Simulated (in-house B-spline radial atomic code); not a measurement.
# RPA and G0W0 on HSE06: the magnesium ion Mg⁺

Configuration [Ne] 3s1, highest spin, mean-field start HSE06. Computed with a B-spline radial code for spherical atoms: all electrons, scalar-relativistic (spin-free one-electron X2C), finite nucleus, each spin shell either full or empty, empty states to l = 9 with an (l + 1/2)⁻⁴ tail; G0W0 by contour deformation at full frequency.

RPA overbinds a lone outer s electron by self-correlation, and G0W0 tends to as well.

Command:
```bash
python run_gw.py task.json out
```
Settings (radii: box in bohr, nucleus in fm):
```
Z                        12
electrons                11
configuration            [Ne] 3s1
hamiltonian              x2c
method                   hse06
lmax                     9
rms_radius               3.057
spin_polarised           True
box_radius               23.78
intervals                72
ion_configuration        [He] 2s2 2p6
```

Time taken, with all properties: 4.6 s on 1 thread of Arm Neoverse N1 (shared host).

Energies (hartree):

```csv
term,value
mean-field total,-200.01847
Hartree-Fock functional on these orbitals,-199.67396
direct second order,-0.7143
second-order exchange,0.26543
SOSEX correction,0.23894
```

Question: What is the RPA correlation energy, and what remains with SOSEX?

Answer: RPA gives -0.62245 hartree (-1.54 eV per electron); RPA + SOSEX gives -0.38351, and the second-order doubles -0.44887 hartree (no singles). SOSEX takes back 38 % of the RPA value.

Quasi-particle levels (eV):

```tsv
level	occupied	mean field	Σx - vxc	Σc	QP weight	G0W0
3s up	yes	-12.345	-2.44	?	?	?
3s down	no	-9.352	3.48	-1.70	0.897	-7.572
```

G0W0 = mean field + (Σx - vxc) + Σc, with Σc (partial-wave tail included) taken at the quasi-particle energy. Only the outer levels were computed. Levels of low weight are left out.

Question: Where does G0W0 put 3s up?

Answer: At -15.579 eV, with Σc = -0.79 eV and a quasi-particle weight of 0.929. The tabulated removal energy is 15.035 eV (NIST, measured); the calculation leaves out spin-orbit coupling, Breit and QED terms, and what these don't explain is the method's own error.

Question: What does it cost to remove one electron (to [He] 2s2 2p6) by differences of total energies, each species on its own start (correlation terms add to the Hartree-Fock functional)?

Answer: HSE06 15.262 eV, Hartree-Fock functional 14.719 eV, + RPA 15.560 eV, + RPA + SOSEX 14.991 eV, + second order 15.092 eV. Tabulated: 15.035 eV (NIST, measured); the calculation leaves out spin-orbit coupling, Breit and QED terms, and what these don't explain is the method's own error.
